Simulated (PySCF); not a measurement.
Does the structure fit the spectrum?

A compound C$_{3}$H$_{2}$F$_{6}$ gives the data below (simulated from a calculation) and was assigned the structure `FCC(F)(F)C(F)(F)F`.

$^{13}$C{$^{1}$H} NMR (computed): δ 133.7 (C, 2C), 42.0 (CH2).

$^{1}$H NMR (400 MHz, computed): δ 2.67 (m, 2H).

[PySCF 2.14.0 with density-fitted response routines: shieldings: GIAO B97-2/pcSseg-2; PBE0-D3(BJ)/def2-TZVP geometry; one conformer; in vacuum; relativity neglected; fast rotation and ring inversion assumed for equivalent nuclei]

References, each an isolated molecule treated in the same way: $^{1}$H (σ = 31.64 ppm) and $^{13}$C (σ = 185.38 ppm) vs TMS.

**Question.** Compare with the shifts computed for the proposed structure, pairing carbons in order of shift.

**Answer.** Atoms are numbered as in `[F:1][CH2:2][C:3]([F:4])([F:5])[C:6]([F:7])([F:8])[F:9]` (H(Xn): hydrogen on atom n).

```csv
atom,computed for proposal,given list,difference
C6,130.2,133.7,-3.5
C3,120.4,133.7,-13.3
C2,83.3,42.0,+41.3
```

The rms difference is 25.2 ppm and the largest +41.3 ppm at C2 (sp3 CH2 bonded to F). The proposal also would give 3 carbon signals, not 2. The proposal doesn't fit.

**Question.** Which isomer fits?

**Answer.** `FC(F)(F)CC(F)(F)F`.

1. Carbon types of the structure: 2 × C, 1 × CH2, which accounts for all hydrogens.
2. δC 133.7: CF3 carbon; 3 electronegative neighbours deshield it.
3. δC 42.0: sp3 CH2; aliphatic region, no heteroatom directly attached.
4. δH 2.67: hydrogen on an sp3 CH2.

The data come from this structure; uniqueness wasn't tested.

Splittings by $^{19}$F in the carbon and heteronuclear signals aren't shown, as no couplings were computed. Shifts are as computed. Against solution values, carbons near 30 ppm lie about +3 ppm off and those near 130 ppm about +7 ppm. Of 1211 compounds with measured shifts, 218 miss one by over three times the rms of a fit or turn the order of signals round; such compounds aren't used in these exercises.
